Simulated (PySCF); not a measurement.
This PySCF input asks for the NMR shieldings of SMILES [SiH3][C@@H]1[C@@H](C)[P@@]1(=N)N(C)C, C₅H₁₅N₂PSi; the geometry comes from GFN2-xTB.

```python
import basis_set_exchange as bse
import numpy as np
from pyscf import gto, dft
from pyscf.prop import nmr

atoms = """
C     1.195157   -2.014593    0.400964
C     1.305750   -0.694754   -0.316429
C     1.189825    0.596579    0.566126
Si    2.502450    1.921738    0.352184
P    -0.082318    0.374974   -0.714265
N    -0.130706    0.960837   -2.161261
N    -1.420341   -0.286220    0.137785
C    -2.201226   -1.181389   -0.692412
C    -2.227194    0.653930    0.889579
H     0.306190   -2.026495    1.028047
H     1.133027   -2.839359   -0.307317
H     2.070368   -2.171449    1.032316
H     2.109151   -0.651182   -1.047059
H     0.864853    0.379294    1.577643
H     2.143220    3.047467    1.219658
H     2.567922    2.355071   -1.040261
H     3.788616    1.351781    0.762932
H    -0.637044    1.831293   -2.261045
H    -1.514444   -1.802151   -1.269464
H    -2.858803   -0.649760   -1.392152
H    -2.815452   -1.818507   -0.052051
H    -2.923444    1.221665    0.258240
H    -1.567545    1.355569    1.401501
H    -2.809743    0.105422    1.634295
"""
names = dict.fromkeys(["C", "Si", "P", "N", "H"], "pcSseg-1")
basis = {el: gto.basis.parse(bse.get_basis(n, elements=[el], fmt="nwchem")) for el, n in names.items()}
mol = gto.M(atom=atoms, basis=basis, charge=0, verbose=0)
mf = dft.RKS(mol, xc="PBE0")
mf.grids.level = 2
mf.grids.alignment = dft.numint.BLKSIZE   # the property module wants whole blocks of grid points
mf.conv_tol = 1e-9
mf.kernel()

calc = nmr.RKS(mf)   # GIAO
C = mf.mo_coeff
Co = C[:, mf.mo_occ > 0]
resp = mf.gen_response(singlet=True, hermi=2)
def vind(x):   # induced exchange potential for any number of trial vectors
    d = np.einsum("pi,xij,qj->xpq", C, 2 * x.reshape(-1, C.shape[1], Co.shape[1]), Co, optimize=True)
    return np.einsum("xpq,pi,qj->xij", resp(d - d.transpose(0, 2, 1)), C, Co, optimize=True).ravel()
mo1, _ = nmr.rhf.solve_mo1(calc, with_cphf=vind)
sigma = calc.kernel(mo1)
for i, s in enumerate(sigma):   # ppm
    w = np.linalg.eigvalsh((s + s.T) / 2)
    print("%2d %-2s iso %8.1f  s11 %8.1f  s22 %8.1f  s33 %8.1f" % (i, mol.atom_pure_symbol(i), w.mean(), *w))
```

Q: What are the results?

A: 
```
 0 C  iso    170.1  s11    155.9  s22    164.1  s33    190.2
 1 C  iso    159.9  s11    138.6  s22    155.5  s33    185.5
 2 C  iso    161.3  s11    145.7  s22    155.7  s33    182.5
 3 Si iso    427.2  s11    404.4  s22    409.2  s33    468.0
 4 P  iso    364.6  s11    213.1  s22    278.0  s33    602.8
 5 N  iso    227.9  s11    149.1  s22    217.4  s33    317.3
 6 N  iso    195.4  s11    132.0  s22    195.6  s33    258.6
 7 C  iso    143.7  s11    118.8  s22    131.1  s33    181.1
 8 C  iso    145.5  s11    120.4  s22    130.6  s33    185.5
 9 H  iso     30.6  s11     25.5  s22     31.5  s33     34.7
10 H  iso     30.1  s11     25.4  s22     27.0  s33     38.0
11 H  iso     30.2  s11     25.0  s22     28.0  s33     37.8
12 H  iso     30.3  s11     24.5  s22     29.7  s33     36.7
13 H  iso     31.1  s11     26.1  s22     30.6  s33     36.7
14 H  iso     27.7  s11     23.6  s22     25.7  s33     33.7
15 H  iso     27.7  s11     23.7  s22     27.4  s33     32.1
16 H  iso     27.7  s11     23.7  s22     25.8  s33     33.6
17 H  iso     30.7  s11     24.4  s22     27.9  s33     39.8
18 H  iso     28.6  s11     23.6  s22     27.9  s33     34.3
19 H  iso     29.0  s11     24.5  s22     26.9  s33     35.7
20 H  iso     29.1  s11     25.1  s22     26.1  s33     36.2
21 H  iso     29.2  s11     24.9  s22     26.7  s33     35.8
22 H  iso     28.9  s11     23.5  s22     28.9  s33     34.2
23 H  iso     29.1  s11     24.7  s22     26.3  s33     36.3
```

These numbers come from an equivalent density-fitted implementation of the same equations, which agrees with the script to about 0.01 ppm for H and up to a few tenths of a ppm for heavy atoms, so last digits may differ.

Q: Turn these shieldings into chemical shifts. Chemical shifts δ = σref − σ; ¹³C (σref 186.93), ²⁹Si (σref 349.16), ¹H (σref 31.72) against TMS; H3PO4 for ³¹P (σref 318.38); ¹⁵N (σref 267.73) against NH3, all at this level.

A: Averaging equivalent atoms: C 7/8: 42.3; C 1: 27.1; C 2: 25.6; C 0: 16.9; Si 3: -78.0; P 4: -46.3; N 6: 72.3; N 5: 39.8; H 14/15/16: 4.00; H 18/19/20/21/22/23: 2.74; H 12: 1.44; H 9/10/11: 1.41; H 17: 1.01; H 13: 0.59 ppm. Experimental scales use liquid or dissolved standards, which lie at an offset from isolated NH3 (liquid NH3: subtract about 20 ppm) and H3PO4.

Size and cost of the density-fitted run: 242 basis functions, 95 s wall time on 1 thread of an Arm Neoverse N1, shared host; peak memory 1.1 GiB.
